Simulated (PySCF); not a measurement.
Compound: C4H12Si2.
Atom-mapped SMILES: `[CH3:1][CH:2]1[CH2:3][SiH2:4][SiH2:5][CH2:6]1` (hydrogens: H7, H8, H9 on C1; H10 on C2; H11, H12 on C3; H13, H14 on Si4; H15, H16 on Si5; H17, H18 on C6)

Computed with PySCF at CAM-B3LYP/def2-SVPD, non-relativistic, on one gas-phase PBE0-D3(BJ)/def2-SVP geometry that isn't relaxed in the solvent. The solvent is an IEF-PCM continuum (cavity from Bondi-type radii × 1.2), and excitations are vertical TDDFT with non-equilibrium linear response and a frozen core. Specific hydrogen bonds and non-electrostatic terms are outside this model.

Gas-phase singlets (H = HOMO, L = LUMO):

```csv
state,E (eV),λ (nm),f,leading configuration
S1,6.573,189,0.065,H→L 86%
S2,6.662,186,0.017,H→L+2 79%
S3,7.364,168,0.012,H→L+3 76%
S4,7.373,168,0.267,H→L+1 93%
S5,7.831,158,0.074,H-2→L 55%
```

**Question.** How does the list change in acetonitrile (ε = 35.69)?

**Answer.** 
```csv
state,E (eV),λ (nm),f,leading configuration,change by rank (eV)
S1,6.573,189,0.093,H→L 87%,0.000
S2,6.636,187,0.024,H→L+2 63%,-0.026
S3,7.269,171,0.400,H→L+1 94%,-0.095
S4,7.298,170,0.019,H→L+3 62%,-0.075
S5,7.838,158,0.108,H-2→L 54%,+0.007
```

**Question.** How do the frontier levels move from gas to acetonitrile?

**Answer.** 
```
orbital  gas (eV)  solvent (eV)  change (eV)                      Löwdin shares, gas                 Löwdin shares, solvent
 LUMO+2      1.42          1.51        +0.09    Si4 28 %, Si5 28 %, H14 9 %, H15 9 %  Si4 29 %, Si5 29 %, H14 10 %, H15 9 %
 LUMO+1      1.35          1.43        +0.08    Si5 24 %, Si4 24 %, H13 8 %, H16 8 %   Si5 25 %, Si4 25 %, H13 8 %, H16 8 %
   LUMO      0.95          1.13        +0.18      Si5 17 %, Si4 17 %, C6 8 %, C3 8 %     Si5 18 %, Si4 18 %, C6 8 %, C3 8 %
   HOMO     -8.72         -8.59        +0.13    Si5 29 %, Si4 29 %, C6 10 %, C3 10 %   Si5 29 %, Si4 29 %, C6 11 %, C3 11 %
 HOMO-1     -9.96         -9.79        +0.17    C6 20 %, C3 19 %, Si5 14 %, Si4 12 %   C6 20 %, C3 19 %, Si5 13 %, Si4 13 %
 HOMO-2     -9.98         -9.83        +0.15    Si4 15 %, C2 15 %, C1 14 %, Si5 14 %   C2 15 %, Si4 15 %, Si5 14 %, C1 14 %
 HOMO-3    -10.48        -10.30        +0.18  Si4 20 %, Si5 20 %, H13 12 %, H16 12 %    C2 24 %, H10 14 %, C3 12 %, C6 11 %
```

The HOMO–LUMO gap goes from 9.67 to 9.72 eV. Rows go by rank; for HOMO-3 the atom shares or the degeneracy differ between the runs, so the row needn't follow one orbital.
